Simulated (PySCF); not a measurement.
Ligands exchanged one at a time, Sn F-OCH3. All species are isolated molecules in the gas phase. One relaxed conformer stands for each flexible species; it need not be the lowest. Strings in code marks are SMILES.

The S1 excitation (TDA) from two functionals at the same geometries (PBE0-D3(BJ)/def2-SVP), both in PySCF: PBE-D3(BJ)/def2-TZVP and TPSSh-D3(BJ)/def2-TZVP. Excitations are Tamm–Dancoff values on a coarser integration grid. The basis has no diffuse functions, so Rydberg states are missing or too high.

```
species                                              TPSSh-D3(BJ)/def2-TZVP (eV)
---------------------------------------------------  ---------------------------
0 of 4 F replaced by OCH3 (`[F][Sn]([F])([F])[F]`)                          6.15
1 of 4 F replaced by OCH3 (`[F][Sn]([O]C)([F])[F]`)                         4.08
2 of 4 F replaced by OCH3                                                   4.18
3 of 4 F replaced by OCH3                                                   4.39
4 of 4 F replaced by OCH3                                                   4.45
```

Task: What does PBE-D3(BJ)/def2-TZVP give for each?

Result: 
- 0 of 4 F replaced by OCH3 (`[F][Sn]([F])([F])[F]`): 5.44
- 1 of 4 F replaced by OCH3 (`[F][Sn]([O]C)([F])[F]`): 3.49
- 2 of 4 F replaced by OCH3: 3.57
- 3 of 4 F replaced by OCH3: 3.75
- 4 of 4 F replaced by OCH3: 3.79
Over these rows, drawn at random from the members with no instability flagged (it was tested for open shells, ions and some series alone), PBE minus TPSSh-D3(BJ): mean -0.64 eV, from -0.70 eV to -0.59 eV.
